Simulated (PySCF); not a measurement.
## Calculated NMR parameters of CO[Si](C)(OC)OC

```
Formula                               : C4H12O3Si
SMILES                                : CO[Si](C)(OC)OC
Point group of the computed structure : C1
Degrees of unsaturation               : 0
Carbon signals                        : 2
Proton signals                        : 2
```

Molfile (atoms numbered from 1):
```
C4H12O3Si
     RDKit          3D

 20 19  0  0  0  0  0  0  0  0999 V2000
   -2.3059    1.4116   -0.1861 C   0  0  0  0  0  0  0  0  0  0  0  0
   -1.5063    0.3272   -0.5600 O   0  0  0  0  0  0  0  0  0  0  0  0
   -0.0413   -0.0686    0.0885 Si  0  0  0  0  0  4  0  0  0  0  0  0
   -0.2284   -0.7842    1.7944 C   0  0  0  0  0  0  0  0  0  0  0  0
    0.6861   -1.1410   -0.9341 O   0  0  0  0  0  0  0  0  0  0  0  0
    0.1233   -2.3250   -1.4199 C   0  0  0  0  0  0  0  0  0  0  0  0
    0.8781    1.3023    0.1065 O   0  0  0  0  0  0  0  0  0  0  0  0
    2.2582    1.3637    0.3232 C   0  0  0  0  0  0  0  0  0  0  0  0
   -1.7581    2.3669   -0.2609 H   0  0  0  0  0  0  0  0  0  0  0  0
   -3.1776    1.4603   -0.8568 H   0  0  0  0  0  0  0  0  0  0  0  0
   -2.6837    1.3137    0.8491 H   0  0  0  0  0  0  0  0  0  0  0  0
    0.7496   -1.0477    2.2263 H   0  0  0  0  0  0  0  0  0  0  0  0
   -0.8445   -1.6968    1.7750 H   0  0  0  0  0  0  0  0  0  0  0  0
   -0.7145   -0.0666    2.4737 H   0  0  0  0  0  0  0  0  0  0  0  0
   -0.8216   -2.1364   -1.9587 H   0  0  0  0  0  0  0  0  0  0  0  0
    0.8306   -2.7957   -2.1201 H   0  0  0  0  0  0  0  0  0  0  0  0
   -0.0828   -3.0518   -0.6116 H   0  0  0  0  0  0  0  0  0  0  0  0
    2.8118    0.7270   -0.3886 H   0  0  0  0  0  0  0  0  0  0  0  0
    2.5946    2.4035    0.1892 H   0  0  0  0  0  0  0  0  0  0  0  0
    2.5335    1.0513    1.3481 H   0  0  0  0  0  0  0  0  0  0  0  0
  1  2  1  0
  2  3  1  0
  3  4  1  0
  3  5  1  0
  5  6  1  0
  3  7  1  0
  7  8  1  0
  1  9  1  0
  1 10  1  0
  1 11  1  0
  4 12  1  0
  4 13  1  0
  4 14  1  0
  6 15  1  0
  6 16  1  0
  6 17  1  0
  8 18  1  0
  8 19  1  0
  8 20  1  0
M  END
```

One conformer, rapidly exchanging positions averaged, relativity neglected, no solvent. PBE0-D3(BJ)/def2-SVP structure; shieldings: GIAO HF/pcSseg-1; PySCF 2.14.

Shifts are taken against calculated references (same method and geometry level): ¹H (σ = 31.69 ppm), ¹³C (σ = 190.85 ppm), ²⁹Si (σ = 393.43 ppm) vs TMS; ¹⁷O (σ = 333.31 ppm) against H2O.

| carbon | δC, type | δH (multiplicity) | HMBC from (2–3 bonds) | span of the C tensor (ppm) |
| --- | --- | --- | --- | --- |
| C1/C6/C8 | 46.5, CH3 | 3.35 (s) | – | 66 |
| C4 | -8.9, CH3 | -0.05 (s) | – | 2 |

Other nuclei:
```tsv
atoms	nucleus	environment	δ (ppm)	σ (ppm)
Si3	²⁹Si	silicon bonded to C, 3 O	-42.4	435.8
O2/O5/O7	¹⁷O	oxygen bonded to C, Si	1.7	331.6
```

- Carbon types of the structure: 4 × CH3, which accounts for all hydrogens.
- δC 46.5: methyl carbon bonded to O; the inductive effect lowers its shielding.
- δC -8.9: methyl carbon bonded to Si; an electropositive neighbour leaves it electron-rich and shielded.
- δH 3.35: hydrogen on a methyl carbon bonded to O; its carbon carries O, an electronegative neighbour.
- δH -0.05: hydrogen on a methyl carbon bonded to Si; an electropositive neighbour shields it, as in TMS itself.

Shifts are as computed. Against solution values, carbons near 30 ppm lie about -0 ppm off and those near 130 ppm about +7 ppm. Of 1211 compounds with measured shifts, 218 miss one by over three times the rms of a fit or turn the order of signals round; such compounds aren't used in these exercises. Experimental scales use liquid or dissolved standards, which lie at an offset from isolated H2O (liquid H2O: subtract about 36 ppm). Multiplicities follow the n + 1 count of equivalent neighbours, as no J values were calculated; m marks all less simple cases, F and P coupling included.
